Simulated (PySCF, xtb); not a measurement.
C₄H₉O, SMILES CC([O])(C)C, multiplicity 2.

Harmonic wavenumbers (cm⁻¹) from GFN2-xTB (xtb) at its own minimum, in rising order: 137, 212, 214, 255, 278, 367, 372, 408, 749, 848, 906, 917, 940, 945, 1001, 1032, 1048, 1255, 1328, 1353, 1386, 1434, 1461, 1464, 1471, 1477, 1491, 3034, 3038, 3039, 3041, 3045, 3050, 3051, 3061, 3062.

Task: What does B3LYP-D3(BJ)/def2-SVP in PySCF give at its own minimum? (Estimate from the structure and the level; the computed values follow.)

Result: 185, 251, 254, 326, 332, 410, 412, 436, 743, 891, 894, 927, 949, 993, 1006, 1159, 1174, 1252, 1356, 1362, 1395, 1433, 1449, 1457, 1461, 1464, 1489, 3031, 3036, 3042, 3117, 3123, 3131, 3132, 3139, 3149. Paired by order, the mean absolute difference is 37 cm⁻¹ and the zero-point energies are 74.6 and 76.3 kcal/mol.
